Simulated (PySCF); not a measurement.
SMILES C(OC(=C)Cl)(F)(F)CO, C4H5ClF2O2

Molfile (atoms numbered from 1):
```
C4H5ClF2O2
     RDKit          3D

 14 13  0  0  0  0  0  0  0  0999 V2000
    2.8030   -0.4594   -0.0073 C   0  0  0  0  0  0  0  0  0  0  0  0
    1.6187    0.1006   -0.1630 C   0  0  0  0  0  0  0  0  0  0  0  0
    1.2289    1.0788   -1.5396 Cl  0  0  0  0  0  0  0  0  0  0  0  0
    0.6397    0.0196    0.7866 O   0  0  0  0  0  0  0  0  0  0  0  0
   -0.6241   -0.4015    0.4323 C   0  0  0  0  0  0  0  0  0  0  0  0
   -1.0669   -1.1576    1.4746 F   0  0  0  0  0  0  0  0  0  0  0  0
   -0.5803   -1.2478   -0.6195 F   0  0  0  0  0  0  0  0  0  0  0  0
   -1.6273    0.7397    0.2001 C   0  0  0  0  0  0  0  0  0  0  0  0
   -2.9346    0.2737    0.0957 O   0  0  0  0  0  0  0  0  0  0  0  0
    3.5871   -0.3140   -0.7244 H   0  0  0  0  0  0  0  0  0  0  0  0
    3.0009   -1.0636    0.8587 H   0  0  0  0  0  0  0  0  0  0  0  0
   -1.3898    1.2352   -0.7434 H   0  0  0  0  0  0  0  0  0  0  0  0
   -1.4974    1.4475    1.0322 H   0  0  0  0  0  0  0  0  0  0  0  0
   -3.1587   -0.2516    0.8750 H   0  0  0  0  0  0  0  0  0  0  0  0
  1  2  2  0
  2  3  1  0
  2  4  1  0
  4  5  1  0
  5  6  1  0
  5  7  1  0
  5  8  1  0
  8  9  1  0
  1 10  1  0
  1 11  1  0
  8 12  1  0
  8 13  1  0
  9 14  1  0
M  END
```

Computed with GIAO PBE/pcSseg-1 magnetisability, rotational g tensor and spin-rotation constants, non-relativistic, gas phase in PySCF 2.14.0. Geometry: GFN2-xTB.

Q: What are the magnetisability and the molar susceptibility?

A: Isotropic -1299 × 10⁻³⁰ J/T², or -78.2 × 10⁻⁶ cm³/mol; principal values -1350, -1277, -1269 × 10⁻³⁰ J/T², anisotropy 77 × 10⁻³⁰ J/T² (root of half the summed squared differences of the principal values). The susceptibility is in cgs units.

Q: Split it along the inertial axes a, b, c into diamagnetic and paramagnetic parts about the centre of mass, with the quadrupole moment.

A: 
```
axis  χ (10⁻⁶ cm³/mol)  diamagnetic (10⁻⁶ cm³/mol)  paramagnetic (10⁻⁶ cm³/mol)  summed x² of all electrons (Å²)  quadrupole Θ (D Å)
   a             -78.7                      -582.9                        504.2                            256.5               +5.84
   b             -77.3                     -1246.7                       1169.3                            100.0               -1.79
   c             -78.6                     -1512.5                       1433.9                             37.4               -4.05
```
Anisotropies 2χaa − χbb − χcc = -1.4 and 2χbb − χaa − χcc = +2.6 × 10⁻⁶ cm³/mol. Θ is traceless in Buckingham's convention.

Q: And the rotational g tensor?

A: 
| axis | rotational constant (GHz) | g | nuclear part | electronic part |
| --- | --- | --- | --- | --- |
| a | 2.3286 | -0.0286 | 0.5230 | -0.5516 |
| b | 0.9824 | -0.0106 | 0.5291 | -0.5396 |
| c | 0.7962 | -0.0076 | 0.5287 | -0.5364 |

Asymmetric top; isotopes 12C, 35Cl, 19F, 1H, 16O; no vibrational averaging.
